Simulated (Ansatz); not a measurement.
`F[Si](Cl)(Cl)[GeH3]` + H₂ → `F[SiH](Cl)[GeH3]` + HCl  (hydrogenolysis of the Si–Cl bond)

Program: Ansatz. Geometries: PBE0-D4/def2-TZVP. ΔE: electronic, gas phase. CCSD(T)/CBS is the MP2 limit (def2-TZVPP, def2-QZVPP) plus CCSD(T) − MP2 in def2-TZVPP, frozen cores. This one scheme is used for every species. Functionals use def2-TZVPP. B3LYP here is the variant with VWN-RPA as its local correlation; programs differ in this. For Ge outer-core shells are correlated without core-valence functions, which leaves a few kJ/mol of doubt a bond. Scalar relativity is left out up to krypton.

(1) Is it downhill or uphill in electronic energy at CCSD(T)/CBS, and by how much? (Estimate.)

(2) What do these levels give: LDA (SPW92), B3LYP-D4, PBE-QIDH, LC-ωPBE, HF/def2-TZVPP, HF/def2-QZVPP? (An estimate is asked.)

Largest T1 diagnostic among the species: 0.012.

## Answers

(1) Computed: Uphill: ΔE = +20.5 kcal/mol.

(2) The calculation gave: LDA (SPW92) 20.3, B3LYP-D4 20.6, PBE-QIDH 20.3, LC-ωPBE 18.7, HF/def2-TZVPP 15.8, HF/def2-QZVPP 15.8 kcal/mol.

The D4 term adds +2.7 kcal/mol with B3LYP and +1.4 kcal/mol with PBE0; it sums over pairs of atoms, weighted by their polarisabilities, and B3LYP, whose exchange is more repulsive, gets the larger term. From r2SCAN to r2SCAN0 (25 % exact exchange), in def2-TZVPP and without D4, ΔE moves by −0.8 kcal/mol. Leaving LDA and LC-ωPBE aside and taking each functional with its dispersion term where it has one, the values, not all of them listed here, spread over 2.8 kcal/mol, from B2PLYP to revPBE-D4. LDA lies +0.8 kcal/mol from PBE without D4.
